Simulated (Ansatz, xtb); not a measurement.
## Relative energy of two isomers of C6H8NO+

Structure I is `COc1ccc[nH+]c1`, a singlet and structure II is `COc1cc[nH+]cc1`, a singlet. Both are isolated ions in the gas phase, relaxed with PBE-D3(BJ)/def2-SVP; the shapes shown needn't be the lowest conformers.

I (Å):

```csv
atom,x (Å),y (Å),z (Å)
C,1.5802,-3.1341,1.1932
C,1.4014,-1.2903,-0.3189
C,1.2007,-0.3182,0.6955
C,1.0258,1.0272,0.3473
C,1.0478,1.4165,-0.9917
C,1.4161,-0.8497,-1.6620
N,1.2420,0.4593,-1.9338
O,1.5799,-2.5922,-0.1380
H,0.6031,-2.9594,1.6892
H,1.7450,-4.2184,1.0731
H,2.4037,-2.6977,1.7955
H,1.1812,-0.6117,1.7541
H,0.8696,1.7888,1.1242
H,0.9183,2.4490,-1.3409
H,1.2582,0.7457,-2.9216
H,1.5661,-1.5451,-2.4991
```

II (Å):

```yaml
atoms:
  - { symbol: C, position_ang: [3.3599, -1.9046, 1.2642] }
  - { symbol: C, position_ang: [1.8732, -0.7694, -0.2367] }
  - { symbol: C, position_ang: [1.7242, 0.0174, -1.4161] }
  - { symbol: C, position_ang: [0.4659, 0.4110, -1.8189] }
  - { symbol: C, position_ang: [-0.5315, -0.7005, 0.0381] }
  - { symbol: C, position_ang: [0.7040, -1.1267, 0.4943] }
  - { symbol: N, position_ang: [-0.6297, 0.0481, -1.0908] }
  - { symbol: O, position_ang: [3.1031, -1.1102, 0.0900] }
  - { symbol: H, position_ang: [4.4543, -2.0391, 1.2969] }
  - { symbol: H, position_ang: [3.0212, -1.3718, 2.1758] }
  - { symbol: H, position_ang: [2.8641, -2.8929, 1.1811] }
  - { symbol: H, position_ang: [2.6147, 0.3025, -1.9927] }
  - { symbol: H, position_ang: [0.2861, 1.0173, -2.7175] }
  - { symbol: H, position_ang: [-1.5580, 0.3508, -1.4067] }
  - { symbol: H, position_ang: [-1.4706, -0.9420, 0.5558] }
  - { symbol: H, position_ang: [0.7513, -1.7301, 1.4092] }
```

Quicker runs give these differences E(II) − E(I): GFN2-xTB −0.241 eV; HF/STO-3G −0.458 eV (at GFN2-xTB geometries); r2SCAN-D4/def2-SVP −0.297 eV (at GFN2-xTB geometries).

Estimate E(II) − E(I) at the level CCSD(T)/def2-SVP + ΔMP2/def2-TZVPP.

Calculated at CCSD(T)/def2-SVP + ΔMP2/def2-TZVPP: E(II) − E(I) = −0.285 eV, so structure II lies lower.

The same difference at several levels:

```csv
level,geometry,E(II) − E(I) (eV),departure from the last row (eV),"job, with rough time for the two"
GFN2-xTB,GFN2-xTB,−0.241,+0.043,"optimisation, 0.28 s"
HF/STO-3G,GFN2-xTB,−0.458,−0.174,"single point, 1 s"
r2SCAN-D4/def2-SVP,GFN2-xTB,−0.297,−0.012,"single point, 6 s"
PBE-D3(BJ)/def2-SVP,PBE-D3(BJ)/def2-SVP,−0.268,+0.017,"optimisation, 34 s"
HF/def2-SVP,PBE-D3(BJ)/def2-SVP,−0.443,−0.159,part of the CCSD(T) run
MP2/def2-SVP,PBE-D3(BJ)/def2-SVP,−0.219,+0.066,part of the CCSD(T) run
CCSD(T)/def2-SVP,PBE-D3(BJ)/def2-SVP,−0.287,−0.002,single point
CCSD(T)/def2-SVP + ΔMP2/def2-TZVPP,PBE-D3(BJ)/def2-SVP,−0.285,,"single point, 3.5 min"
```

As drawn, both hold the same kinds of bond in the same numbers.

The levels shown agree on the order. The largest departure from CCSD(T)/def2-SVP + ΔMP2/def2-TZVPP is that of HF/STO-3G, 0.174 eV. The last row adds to CCSD(T) the change of the MP2 difference between the two basis sets, here +0.002 eV.

With thermal terms from frequencies at re-optimised GFN2-xTB minima (ideal gas, soft modes damped towards free rotors, one conformer each, 298.15 K, 1 atm): on the last row, ΔE + ΔZPE = −0.280, ΔH = −0.280, ΔG = −0.281 eV.

The correlated steps freeze 8 core orbitals. Run with Ansatz 0.2.0, xtb 6.7.1; the last row on 2 threads of Intel(R) Xeon(R) Processor @ 2.70GHz on a shared host.
